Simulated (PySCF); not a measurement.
# Spin states of IO

Unrestricted PBE0; basis I def2-TZVPP with ECP28, O def2-TZVPP; scalar-relativistic core potentials; PySCF 2.14. Outer shells of the fragments: I 4d10 5s2 5p5; O 2s2 2p4.

Followed along the bond (rough minima from three points):

```
2Ms+1   unpaired  ⟨S²⟩ at the start  R at minimum (Å)  Te (eV)
    2        π ↑               0.76              1.87     0.00
    4  σ ↑, π ↑↑               3.77  none in the scan   ≤ 1.85
```

Solutions found at the starting distance of 1.910 Å, counted from the lowest of them; the search is not exhaustive and high or unbound solutions are not listed, so other states can lie among these:

```tsv
2Ms+1	unpaired	term	E (eV)	⟨S²⟩	⟨Lz²⟩	μ (D)
2	π ↑	²Π	0.00	0.76	1.01	-2.34
4	σ ↑, π ↑↑	⁴Σ⁻	2.12	3.77	0.00	-1.32
2	σ ↓, π ↑↑	mixed	2.67	1.77	0.00	-1.27
2	σ ↑, π ↑↓	mixed	2.74	1.76	2.02	-1.48
2	σ ↑	mixed	3.56	1.27	2.01	-1.57
4	σ ↑, π ↑↑	mixed	4.22	3.76	2.02	-1.35
```

A term symbol is given only where ⟨S²⟩ and ⟨Lz²⟩ are close to those of a pure state; real π, δ and φ orbitals otherwise mix terms. A positive dipole means I(−)O(+).

Spin–orbit coupling is left out. Counting both spins, an empty level lies below a filled one in some of these solutions, because spin and occupation are held.
